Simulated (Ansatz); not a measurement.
Z-matrix (Å, degrees):
```
C
C 1 1.491
H 1 1.095 2 109.9
H 1 1.095 2 109.9 3 116.5
H 1 1.087 2 112.7 3 -121.8
C 2 1.354 1 124.4 3 122.0
C 2 1.493 1 114.3 3 -58.0
B 6 1.522 2 126.5 1 0.0
H 6 1.090 2 114.9 1 180.0
H 7 1.095 2 110.4 1 -58.4
H 7 1.090 2 112.1 1 -179.9
H 7 1.095 2 110.4 1 58.6
H 8 1.198 6 119.9 2 180.0
H 8 1.198 6 122.4 2 -0.1
```

Charge 0, multiplicity 1.

Problem. List the B3LYP/def2-TZVPP orbital energies in eV (the Gaussian-basis code of Ansatz). (Best estimate.)

Solution. Computed: Occupied: -277.84, -276.95, -276.83, -276.10, -183.02, -22.48, -19.27, -18.84, -14.76, -13.18, -12.62, -12.27, -11.48, -10.88, -10.32, -10.21, -8.84, -8.50, -7.40. Lowest empty: -1.96, 0.72, 1.21, 1.79, 1.94, 2.45, 2.52, 2.76.

B3LYP here is the variant with VWN-RPA as its local correlation; programs differ in this.
